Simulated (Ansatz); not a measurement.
Basis sets compared for Si(NH2)4 (SiN4H8). Charge 0, multiplicity 1. Geometry r2SCAN-D4/def2-SVP. Ansatz on 4 threads of Intel Xeon on a shared host; times are rough, and most runs start from earlier orbitals.

```xyz
13

Si    0.000    0.000    0.000
N     1.559    0.716   -0.253
H     2.336    0.117   -0.514
H     1.870    1.446    0.381
N    -0.146   -1.063   -1.362
H     0.112   -0.719   -2.281
H    -0.957   -1.671   -1.424
N    -1.004    1.385    0.286
H    -0.908    2.192   -0.322
H    -1.977    1.240    0.535
N    -0.409   -1.037    1.328
H    -0.005   -1.967    1.365
H    -0.471   -0.638    2.259
```

Binding counts from free atoms (Si triplet, N quartet, H doublet) in the same basis, without a counterpoise term.

```
                level  functions  energy (Eh)  HOMO (eV)  LUMO (eV)  binding per atom (eV)  wall time
            HF/STO-3G         37    -505.2912      -7.85      13.26                   2.55     0.72 s
             HF/6-31G         65    -511.3556     -10.23       5.27                   2.10      1.8 s
LDA (SPW92)/def2-TZVP        209    -510.5846      -5.46      -0.11                   4.26      3.9 s
      PBE-D4/def2-SVP        114    -512.7636      -4.82       0.76                   3.73      2.8 s
     PBE-D4/def2-TZVP        209    -513.1543      -5.30       0.02                   3.78        6 s
     PBE0-D4/def2-SVP        114    -512.8146      -6.38       1.64                   3.65      3.8 s
    PBE0-D4/def2-TZVP        209    -513.1979      -6.75       0.83                   3.69        7 s
```

Question: Estimate the rows for LDA (SPW92)/def2-TZVPD, PBE-D4/def2-TZVPD, PBE0-D4/def2-TZVPD.

Answer: 
```tsv
level	functions	energy (Eh)	HOMO (eV)	LUMO (eV)	binding per atom (eV)	wall time
LDA (SPW92)/def2-TZVPD	263	-510.5898	-5.59	-0.76	4.27	5.5 s
PBE-D4/def2-TZVPD	263	-513.1596	-5.43	-0.70	3.79	7 s
PBE0-D4/def2-TZVPD	263	-513.2021	-6.85	-0.06	3.70	8.6 s
```
